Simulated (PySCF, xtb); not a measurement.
silicon monosulfide (SSi), SMILES [Si]=S (connectivity only; charge and spin as stated), neutral, multiplicity 1.

The structure is a stationary point at PBE-D3(BJ)/def2-TZVPD.

Calculation: C-PCM-ωB97X/def2-TZVPD (PySCF).

The values are the electrostatic part of the solvation free energy, E(continuum) − E(gas) at the gas-phase geometry, in a cavity of scaled van der Waals radii (PySCF's table); cavitation and dispersion terms are not included. In vacuum the orbital gap is 9.95 eV. The dipole moment in vacuum is 2.05 D.

Q: Estimate the values in water (ε = 78.36), ethylethanoate (ε = 5.99), dimethylsulfoxide (ε = 46.83). (Estimate from the structure and the level; the computed values follow.)

A: 
```json
[
 {"solvent": "water", "ε": "78.36", "ΔG(elec) (kcal/mol)": "-2.2", "dipole (D)": "3.03", "gap (eV)": "10.05"},
 {"solvent": "ethylethanoate", "ε": "5.99", "ΔG(elec) (kcal/mol)": "-1.8", "dipole (D)": "2.82", "gap (eV)": "10.03"},
 {"solvent": "dimethylsulfoxide", "ε": "46.83", "ΔG(elec) (kcal/mol)": "-2.2", "dipole (D)": "3.02", "gap (eV)": "10.05"}
]
```

For comparison, GFN2-xTB/ALPB(water) (xtb, at the GFN2-xTB geometry, all terms of that model) gives 1.8 kcal/mol.
